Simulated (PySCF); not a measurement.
## AsI: script and output

The script input.py:

```python
from pyscf import gto, scf, mp

mol = gto.M(
    atom='As 0 0 0; I 0 0 2.609',
    basis='lanl2dz',
    ecp={'As': 'lanl2dz', 'I': 'lanl2dz'},
    charge=0,
    spin=2,
    symmetry=True,
    verbose=4,
)
mf = scf.UHF(mol)
mf.kernel()
mp.MP2(mf).kernel()
mf.dip_moment()
print('orbital energies (hartree):', [e[max(0, n-3):n+3].round(4) for e, n in zip(mf.mo_energy, mol.nelec)])
```

```bash
$ OMP_NUM_THREADS=1 python input.py
```

It prints (some set-up lines and the per-cycle HOMO/LUMO lines with their warnings removed):

```
PySCF version 2.14.0

[INPUT] Symbol           X                Y                Z      unit          X                Y                Z       unit  Magmom
[INPUT]  1 As     0.000000000000   0.000000000000   0.000000000000 AA    0.000000000000   0.000000000000   0.000000000000 Bohr   0.0
[INPUT]  2 I      0.000000000000   0.000000000000   2.609000000000 AA    0.000000000000   0.000000000000   4.930295458990 Bohr   0.0

nuclear repulsion = 7.09896603380606
point group symmetry = Coov
symmetry origin: [0.        0.        3.0384379]
symmetry axis x: [1. 0. 0.]
symmetry axis y: [0. 1. 0.]
symmetry axis z: [0. 0. 1.]
num. orbitals of irrep A1 = 8
num. orbitals of irrep E1x = 4
num. orbitals of irrep E1y = 4
number of shells = 8
number of NR pGTOs = 24
number of NR cGTOs = 16
basis = lanl2dz
ecp = {'As': 'lanl2dz', 'I': 'lanl2dz'}

******** <class 'pyscf.scf.uhf_symm.SymAdaptedUHF'> ********
method = SymAdaptedUHF
initial guess = minao
damping factor = 0
level_shift factor = 0
DIIS = <class 'pyscf.scf.diis.CDIIS'>
SCF conv_tol = 1e-09
SCF max_cycles = 50
number electrons alpha = 7  beta = 5
Freeze 0 electrons in irreps []
    12 free electrons in irreps A1 E1x E1y
init E= -1.99193365721881

cycle= 1 E= -17.0289740935468  delta_E=  -15  |g|= 0.43  |ddm|= 3.22
cycle= 2 E= -17.11210795826  delta_E= -0.0831  |g|= 0.0701  |ddm|= 0.581
cycle= 3 E= -17.1184345695482  delta_E= -0.00633  |g|= 0.026  |ddm|= 0.131
cycle= 4 E= -17.1195196572252  delta_E= -0.00109  |g|= 0.0108  |ddm|= 0.0493
cycle= 5 E= -17.1200539933379  delta_E= -0.000534  |g|= 0.00615  |ddm|= 0.0392
cycle= 6 E= -17.1203752394017  delta_E= -0.000321  |g|= 0.00378  |ddm|= 0.0397
cycle= 7 E= -17.1205466099496  delta_E= -0.000171  |g|= 0.00173  |ddm|= 0.0418
cycle= 8 E= -17.1205784011989  delta_E= -3.18e-05  |g|= 0.000341  |ddm|= 0.0232
cycle= 9 E= -17.1205790134401  delta_E= -6.12e-07  |g|= 2.12e-05  |ddm|= 0.00317
cycle= 10 E= -17.1205790147558  delta_E= -1.32e-09  |g|= 3e-06  |ddm|= 0.000154
cycle= 11 E= -17.1205790147821  delta_E= -2.64e-11  |g|= 9.1e-07  |ddm|= 1.46e-05
Extra cycle  E= -17.1205790147842  delta_E= -2.08e-12  |g|= 4.58e-07  |ddm|= 1.78e-06
converged SCF energy = -17.1205790147842  <S^2> = 2.0585378  2S+1 = 3.0387746

******** <class 'pyscf.mp.ump2.UMP2'> ********
nocc = (np.int64(7), np.int64(5)), nmo = (16, 16)
E(UMP2) = -17.1561655514789  E_corr = -0.0355865366946797
E(SCS-UMP2) = -17.1574528020093  E_corr = -0.0368737872250744
E_corr(same-spin) = -0.00672698862523983
E_corr(oppo-spin) = -0.0288595480694399
Dipole moment(X, Y, Z, Debye):  0.00000,  0.00000, -2.09916
orbital energies (hartree): [array([-0.417 , -0.3492, -0.3492,  0.0097,  0.4766,  0.4766]), array([-0.3979, -0.3826, -0.3826,  0.0131,  0.0131,  0.0517])]
```

In short: E(SCF) = -17.120579 Eh, 11 cycles, E(MP2) − E(SCF) = -0.03559 Eh, ⟨S²⟩ = 2.059, μz(SCF) = -2.10 D.

It ran on Intel Xeon Platinum 8259CL @ 2.50GHz (1 thread, shared host) in 1.7 s.

The bond length is a typed value, not an optimised one. No search for the lowest solution was made.
